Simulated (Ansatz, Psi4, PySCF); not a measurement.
Molecule: P2H3, charge 0, multiplicity 2. SMILES: P[PH]
Geometry: optimised at B3LYP-D3(BJ)/def2-TZVP (Ansatz, a quantum-chemistry and plane-wave program).

Wanted: size of the dipole moment, in D. Set-up: non-relativistic; open shells spin-unrestricted; no spin-orbit coupling; 6-31G* and kin with 6d, 5d where marked; no dispersion term unless named; 6-311+G** with 5d, 6d on Na to Ar in Ansatz. First-principles rows: single points at B3LYP-D3(BJ) geometries (Ansatz).

| level | program | size of the dipole moment (D) |
|---|---|---|
| SVWN5/6-31G* | Ansatz | 1.36 |
| PBE/def2-SVP | Ansatz | 1.09 |
| PBE/6-311+G** | Ansatz | 1.17 |
| BLYP/6-31G* | Ansatz | 1.16 |
| BP86/def2-SVP | PySCF | 1.09 |
| BP86/6-31G* (5d) | PySCF | 1.22 |
| B3LYP/6-31G | Ansatz | 1.47 |
| B3LYP/6-31+G* | Ansatz | 1.10 |
| B3LYP/cc-pVDZ | Ansatz | 0.91 |
| M06-2X/6-31G* (5d) | PySCF | 1.07 |
| M06-2X/6-311+G** | PySCF | 1.08 |
| wB97X-D/6-311+G** | Psi4 | 1.11 |
| B3PW91/6-31G* (5d) | PySCF | 1.16 |

No value to compare with is used here. The 13 habitual levels span 0.91 (B3LYP/cc-pVDZ) to 1.47 D (B3LYP/6-31G).

The levels are drawn from those run, B3LYP/6-31G* more often than the rest, none by its result; left out are runs that failed, that the program found above a lower state of the same kind, or whose <S^2> lies over 0.5 above the pure value.
